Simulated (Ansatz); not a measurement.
n-SiSiSiSiH10 (Si4H10). Total charge 0; singlet. Geometry r2SCAN-D4/def2-SVP.

```csv
atom,x (Å),y (Å),z (Å)
Si1,1.2472,1.6455,-2.1320
Si2,-0.4235,0.8501,-0.6894
Si3,0.4271,-0.8447,0.6968
Si4,-1.2501,-1.6498,2.1268
H5,1.7506,0.5202,-2.9789
H6,2.3869,2.1837,-1.3268
H7,0.7342,2.7294,-3.0257
H8,-1.5718,0.3094,-1.4848
H9,-0.9366,1.9684,0.1651
H10,1.5697,-0.3002,1.4987
H11,0.9491,-1.9599,-0.1571
H12,-2.3770,-2.2011,1.3138
H13,-0.7348,-2.7250,3.0294
H14,-1.7710,-0.5259,2.9641
```

B3LYP takes the VWN-RPA correlation. Another isomer (singlet) lies 0.06 eV lower at PBE0-D4/def2-TZVP; other spin states weren't run for this one.

Question: Estimate the orbital energies around the gap (eV) in Ansatz with HF/STO-3G, HF/def2-TZVP, PBE-D4/def2-SVP, B3LYP-D4/def2-TZVP, PBE0-D4/def2-TZVP.

Answer: 
| orbital | HF/STO-3G | HF/def2-TZVP | PBE-D4/def2-SVP | B3LYP-D4/def2-TZVP | PBE0-D4/def2-TZVP |
| --- | --- | --- | --- | --- | --- |
| HOMO−9 | -15.96 | -17.46 | -11.74 | -13.11 | -13.41 |
| HOMO−8 | -12.00 | -13.91 | -9.16 | -10.30 | -10.55 |
| HOMO−7 | -11.49 | -13.39 | -8.70 | -9.84 | -10.06 |
| HOMO−6 | -11.40 | -13.33 | -8.67 | -9.80 | -10.02 |
| HOMO−5 | -11.31 | -13.25 | -8.60 | -9.73 | -9.95 |
| HOMO−4 | -10.96 | -12.92 | -8.28 | -9.43 | -9.63 |
| HOMO−3 | -10.61 | -12.73 | -8.11 | -9.27 | -9.45 |
| HOMO−2 | -9.29 | -11.61 | -7.74 | -8.65 | -8.88 |
| HOMO−1 | -9.13 | -11.47 | -7.47 | -8.45 | -8.63 |
| HOMO | -7.43 | -10.04 | -6.73 | -7.51 | -7.71 |
| LUMO | 9.57 | 2.59 | -1.14 | -0.68 | -0.56 |
| LUMO+1 | 11.62 | 2.95 | -0.69 | -0.15 | -0.01 |
| LUMO+2 | 11.82 | 3.04 | -0.39 | -0.14 | 0.05 |
| LUMO+3 | 12.38 | 3.32 | -0.30 | 0.00 | 0.20 |
| LUMO+4 | 13.28 | 3.44 | -0.09 | 0.10 | 0.24 |
| LUMO+5 | 13.78 | 3.56 | 0.61 | 0.55 | 0.77 |
